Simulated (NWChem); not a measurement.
Molecule: SnBrCl, singlet; SMILES [Cl][Sn][Br]

```xyz
3

Sn     0.6747    -0.5940     0.0000
Cl    -1.3481    -1.8636     0.0000
Br    -0.3018     1.7492     0.0000
```
Atoms are numbered in this order, from 1.

Computed with NWChem. Low-valent species are run as closed-shell singlets; no triplet was tried in these runs. The geometry was optimised at PBE0/def2-SVP. def2 effective core potentials on Sn; no spin-orbit coupling. Static field.

```json
[
 {"level": "PBE/def2-SVPD", "isotropic polarisability (bohr³)": "82.5", "anisotropy (bohr³)": "41.1"},
 {"level": "B3LYP/def2-SVPD", "isotropic polarisability (bohr³)": "80.5", "anisotropy (bohr³)": "39.1"},
 {"level": "LC-BLYP (range parameter 0.33 per bohr)/def2-SVPD", "isotropic polarisability (bohr³)": "?", "anisotropy (bohr³)": "?"},
 {"level": "LDA (Slater exchange, VWN5)/def2-SVPD", "isotropic polarisability (bohr³)": "82.2", "anisotropy (bohr³)": "41.7"}
]
```

**Question.** What belongs in the gaps?

**Answer.** 
- LC-BLYP (range parameter 0.33 per bohr)/def2-SVPD, isotropic polarisability (bohr³): 79.0
- LC-BLYP (range parameter 0.33 per bohr)/def2-SVPD, anisotropy (bohr³): 37.2
